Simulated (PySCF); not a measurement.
Compound: C₅H₄F₃ (doublet state).
Geometry (GFN2-xTB, Å), atoms numbered from 1 in this order:
```xyz
12
C5H4F3 angstrom
C      2.8932    0.2543   -0.0451
C      1.5829   -0.0351   -0.1907
C      0.4053   -0.3212   -0.3437
C     -1.0046   -0.6134   -0.4659
C     -1.8267    0.2948    0.4410
F     -1.5154    0.1476    1.7349
F     -1.6743    1.5925    0.1493
F     -3.1410    0.0314    0.3327
H      3.2163    1.2729    0.0638
H      3.6292   -0.5284   -0.0267
H     -1.3479   -0.4470   -1.4932
H     -1.2158   -1.6490   -0.1823
```

The hyperfine couplings belong to this conformer and change with its torsions.

Identity: `FC(F)(F)CC#C[CH2]` [radical].

Method used: UKS B3LYP, pcH-1 on C F H, non-relativistic, mean-field spin-orbit, GIAO in PySCF. Isolated species at its GFN2-xTB geometry, gas phase. GFN2-xTB frequencies show an imaginary mode (29i cm⁻¹), so this geometry is no minimum at that level. Couplings are sensitive to structure, and on GFN2-xTB geometries they can be far from those on DFT ones. Stability of the SCF solution: not tested.

(1) Match the computed a_iso(13C) values -66.0, +63.3, +47.9, +24.4, -20.0 MHz with the sites C1; C2; C3; C4; C5.

## Answers

(1) 
| site | a_iso (MHz) | ρ(0) (bohr⁻³) | position | distance from C1 (Å) | spin population | largest \|T\| (MHz) |
| --- | --- | --- | --- | --- | --- | --- |
| C1 | +63.3 | +0.0563 | largest spin population | 0.00 | +0.79 | 120.2 |
| C2 | -66.0 | -0.0587 | 1 bond from C3 | 1.35 | -0.26 | 22.8 |
| C3 | +47.9 | +0.0426 | a main spin site | 2.57 | +0.54 | 81.9 |
| C4 | -20.0 | -0.0178 | 1 bond from C3 | 4.02 | -0.05 | 1.0 |
| C5 | +24.4 | +0.0217 | 2 bonds from C3 | 4.75 | +0.01 | 3.3 |

ρ(0) is the spin density at the nucleus and T the dipolar tensor; entries for several nuclei are means. Largest spin populations (Mulliken): C1 (+0.79), C3 (+0.54) and C2 (-0.26). The angles at C1 add up to 360.0°, so it is planar; its axial dipolar tensor and the negative couplings of its protons fit spin in a p orbital normal to that plane. Main spin sites, with 60 % or more of the largest population: C1, C3; positions count bonds from the nearest.

Means are taken over nuclei equivalent by connectivity, which assumes that they swap fast. H9 and H10 aren't averaged: C1 is flat or nearly so (angle sum 360°), and its turn about the short C1–C2 bond (1.35 Å) is taken as slow. The 1H value of +44.8 MHz is a mean of couplings from 15.4 to 74.2 MHz in this one geometry, not an average over conformers.
